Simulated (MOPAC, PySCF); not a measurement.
CH$_{4}$OSi, SMILES `C1O[SiH2]1`, neutral singlet in the gas phase. 

Cartesian coordinates (Å):
```xyz
7

C     -0.9330     0.0283    -0.1497
O     -0.2814    -0.0876     1.1888
Si     0.8705    -0.0148    -0.0098
H     -1.4798     0.9596    -0.2662
H     -1.5122    -0.8537    -0.4075
H      1.6461    -1.2403    -0.2732
H      1.6899     1.2084    -0.0824
```
Charge 0, multiplicity 1.

All levels are single points at this geometry (B3LYP-D3(BJ)/def2-TZVP); Pople sets use spherical d functions. Orbital energies aren't observables, and empty levels follow the basis.

| level | HOMO (eV) | LUMO (eV) | gap (eV) | dipole (D) | vertical IE, Delta-SCF (eV) |
|---|---|---|---|---|---|
| B3LYP-D3(BJ)/def2-TZVP in PySCF | -7.49 | -0.76 | 6.73 | 1.89 | 10.12 |
| B3LYP/6-311+G** in PySCF | -7.56 | -0.94 | 6.61 | 2.18 | – |
| B3LYP/6-31G* in PySCF | -7.28 | -0.37 | 6.90 | 1.89 | 10.00 |
| B3LYP/LANL2DZ in PySCF | -7.54 | -0.50 | 7.04 | 2.59 | – |
| M06-2X/6-31G* in PySCF | -8.75 | 0.64 | 9.38 | 2.04 | – |
| PBE/6-31G* in PySCF | -6.24 | -1.00 | 5.24 | 1.64 | 9.92 |
| SVWN5/6-31G* in PySCF | -6.36 | -1.16 | 5.20 | 1.69 | – |
| HF/3-21G in PySCF | -10.55 | 3.20 | 13.75 | 2.79 | – |
| HF/STO-3G in PySCF | -7.80 | 9.84 | 17.64 | 2.14 | – |
| AM1 in MOPAC | -10.58 | 0.13 | 10.71 | 2.35 | – |
| PM3 in MOPAC | -9.71 | 0.04 | 9.74 | 1.89 | – |
| PM6 in MOPAC | -10.05 | -0.32 | 9.73 | 2.63 | – |
| PM7 in MOPAC | -10.77 | -0.10 | 10.67 | 1.96 | – |
